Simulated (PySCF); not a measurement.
HfF4 (singlet state).
Bonds: Hf1–F2, Hf1–F3, Hf1–F4, Hf1–F5.

Method: PySCF 2.14.0, PBE0-D3(BJ)/def2-SVP geometry optimisation, gas phase, def2 core potentials past Kr.

Problem. What internal coordinates does the optimisation give?

Solution. 
```tsv
bond	length (Å)
Hf1–F2 and 3 like bonds	1.904
```

Bonds in one row agree within 0.01 Å and their mean is given. A selection of angles:
```tsv
angle	degrees
F2–Hf1–F3	109.7
```

Hf1 (hafnium bonded to 4 F) is tetrahedral (angles from 109.3° to 109.7°). All 4 F–Hf bonds measure 1.903 to 1.904 Å.

Point group: Td (tolerance 0.08 Å). Not checked by PBE0-D3(BJ)/def2-SVP frequencies.

On one thread of an Arm Neoverse V1, on a shared host, this took 48 s wall and 0.33 GiB of memory at its peak. This is the geometry optimisation.


MoOCl3 (doublet state).
Bonds: Mo1–O2, Mo1–Cl3, Mo1–Cl4, Mo1–Cl5.

Level of theory: PBE0-D3(BJ)/def2-SVP geometry optimisation, gas phase, def2 core potentials past Kr in PySCF.

Question: List the bond lengths and angles at this level.

Answer: 
```tsv
bond	length (bohr)
Mo1–O2	3.103
Mo1–Cl3, Mo1–Cl4, Mo1–Cl5	4.269
```

Bonds in one row agree within 0.02 bohr and their mean is given. A selection of angles:
```tsv
angle	degrees
O2–Mo1–Cl3	115.9
O2–Mo1–Cl4	103.6
Cl3–Mo1–Cl4	103.2
Cl3–Mo1–Cl5	114.5
Cl4–Mo1–Cl5	101.7
```

Mo1 (molybdenum bonded to 3 Cl and O) is distorted tetrahedral (angles from 101.7° to 115.9°).

Point group: Cs (tolerance 0.08 Å). Not checked by PBE0-D3(BJ)/def2-SVP frequencies. ⟨S²⟩ = 0.755 (exact for a doublet: 0.75).
